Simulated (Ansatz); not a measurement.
System: C₂H₅Se, charge 0, doublet. C2H5Se (SMILES CC[Se], doublet).
B3LYP-D3(BJ)/def2-TZVP minimum from Ansatz (a quantum-chemistry and plane-wave program):
```
C
H 1 1.0922
H 1 1.0922 2 106.33
C 1 1.5187 2 112.13 3 122.88
H 4 1.0903 1 111.12 2 -179.75
H 4 1.0903 5 107.81 1 121.99
H 4 1.0939 5 108.17 6 116.75
Se 1 1.9624 2 105.32 3 -111.45
```
Charge 0, spin multiplicity 2.

Atomisation energy term by term, kcal/mol (programs: Ansatz). UHF or UKS for unpaired electrons; spin-orbit terms are left out. Correlated methods leave the cores frozen (noble-gas shells, and filled d and f shells in the p block). No relativity. CBS(X,Y): correlation extrapolated as X^-3, Hartree-Fock from the larger set. A bracket is a step between two methods taken in the basis named. For partners of very few electrons the exact lower level stands in for a higher one.

```json
[
 {"term": "Hartree-Fock", "basis": "cc-pVQZ", "kcal/mol": "500.32"},
 {"term": "CCSD correlation", "basis": "CBS(cc-pVTZ,cc-pVQZ)", "kcal/mol": "157.55"},
 {"term": "(T)", "basis": "CBS(cc-pVTZ,cc-pVQZ)", "kcal/mol": "9.14"},
 {"term": "CCSDT(Q) - CCSD(T)", "basis": "cc-pVDZ", "kcal/mol": "0.39"},
 {"term": "sum: De", "basis": "", "kcal/mol": "667.4"}
]
```
